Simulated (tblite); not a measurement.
**Question.** Write Cartesian coordinates for `C#CC#CC[Si@@H](P)OC=O` as optimised with GFN2-xTB.

**Answer.** 
```
atom  x, y, z in Å
C1     4.7385   -1.4353   -1.0355
C2     3.7498   -0.9709   -0.5281
C3     2.6329   -0.4469    0.0413
C4     1.6558    0.0218    0.5734
C5     0.4658    0.5717    1.1572
Si6   -0.9428    0.6351   -0.1371
P7    -1.7597   -1.4022   -0.4789
O8    -2.1411    1.5351    0.6483
C9    -3.3947    1.1841    0.6508
O10   -3.8525    0.2110    0.1256
H11    5.5999   -1.8395   -1.4751
H12    0.6771    1.5742    1.5354
H13    0.1675   -0.0486    2.0081
H14   -0.5981    1.5496   -1.2314
H15   -0.6105   -1.8993   -1.0894
H16   -2.3818   -1.1367   -1.6848
H17   -4.0131    1.9089    1.2092
```

Orientation and origin are arbitrary. Atoms count from 1 in this order. P7 (three-coordinate phosphorus) is pyramidal (angles 97.1°, 95.2° and 93.3°, sum 285.6°, 0.82 Å off the plane of its three neighbours). The C–C distances run from 1.204 Å (C1≡C2, drawn triple) to 1.435 Å (C4–C5, drawn single), a spread of 0.231 Å. Si6 (oxygen-bound silicon) is distorted tetrahedral (angles from 100.4° to 122.9°). Of the pairs four or more bonds apart, P7···O10 is among the closest relative to their van der Waals radii: 2.71 Å, 82 % of the sum of Bondi's values.

Bonds between heavy atoms (Å): C1≡C2 1.204, C2–C3 1.359, C3≡C4 1.207, C4–C5 1.435, C5–Si6 1.914, Si6–P7 2.221, Si6–O8 1.692, O8–C9 1.302, C9=O10 1.197.

The geometry is computed with GFN2-xTB (gas phase).

Point group: C1 (no symmetry element, even within 0.4 Å). Its GFN2-xTB frequencies are all real (lowest 20 cm⁻¹). The numbers are those of one conformer (C4–C5–Si6–P7 75°, C5–Si6–P7–H -68° and -162°, C5–Si6–O8–C9 -135°, Si6–O8–C9–O10 0°). 3 starts were optimised and ended at 0.00, 2.66 and 4.98 kcal/mol (GFN2-xTB); the lowest of these is shown.

On one thread of an AMD EPYC, no GPU (shared host), this took 10 s wall, 8.4 s CPU. This is the geometry optimisation.
